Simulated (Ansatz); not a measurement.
Relaxation of C2H5ClSSi (10 atoms, charge 0, multiplicity 1), to a largest force component of 0.02 eV/Å in at most 50 steps.

All numbers below come from RKS PBE0-D4/def2-SVP in Ansatz.

```xyz
10
Properties=species:S:1:pos:R:3:forces:R:3
C -1.374 0.666 0.501 -2.18 3.33 0.48
C -0.356 0.741 -0.325 1.98 -0.10 -0.43
Cl 0.042 2.298 -1.035 0.02 0.07 -0.07
Si 0.744 -0.755 -0.728 -3.72 -1.52 -0.78
S 2.209 -0.940 0.746 2.38 3.45 0.99
H -1.996 1.626 0.702 1.00 -1.52 -0.22
H -1.739 -0.200 0.971 -0.28 -1.61 0.56
H 3.330 -1.482 0.151 -0.39 -1.36 -0.14
H 1.295 -0.655 -2.027 1.45 0.47 -1.26
H 1.395 -0.865 1.848 -0.26 -1.21 0.88
```

Task: Where does it end, and by what steps?

Result: It converged. The force dipped under the threshold on the way, but the program's further checks kept it going. After 27 steps the energy has fallen by 3.447 eV; Cl3 moved furthest, 1.06 Å.

```
step  energy less start (eV)  largest force component (eV/Å)  accepted
   0                  0.0000                           3.723       yes
   1                 -1.5445                           2.671       yes
   2                 -2.5884                           1.780       yes
   3                 -3.0630                           2.668       yes
   4                 -3.2242                           2.102       yes
   5                 -3.3895                           0.390       yes
   6                 -3.4011                           0.157       yes
   7                 -3.4095                           0.101       yes
   8                 -3.4137                           0.141       yes
   9                 -3.4190                           0.395       yes
  10                 -3.4223                           0.379       yes
  11                 -3.4277                           0.026       yes
  12                 -3.3846                           0.688        no
  13                 -3.4289                           0.050       yes
  14                 -3.4299                           0.135       yes
  15                 -3.4310                           0.096       yes
  16                 -3.4332                           0.030       yes
  17                 -3.4339                           0.037       yes
  18                 -3.4350                           0.373       yes
  19                 -3.4400                           0.085       yes
  20                 -3.4422                           0.146       yes
  21                 -3.4380                           0.520        no
  22                 -3.4453                           0.043       yes
  23                 -3.4463                           0.108       yes
  24                 -3.4468                           0.068       yes
  25                 -3.4472                           0.023       yes
  26                 -3.4473                           0.016       yes
  27                 -3.4474                           0.015       yes
```

```xyz
10
Properties=species:S:1:pos:R:3
C -1.547 0.648 0.375
C -0.315 0.556 -0.141
Cl 0.659 2.026 -0.220
Si 0.371 -1.112 -0.820
S 2.557 -0.532 0.298
H -1.985 1.596 0.701
H -2.154 -0.259 0.467
H 2.917 -1.775 0.700
H 1.006 -0.495 -2.067
H 2.040 -0.219 1.508
```

The run took 75 s on 2 threads of Arm Neoverse V2, with other jobs on the host, peak memory 0.24 GiB.
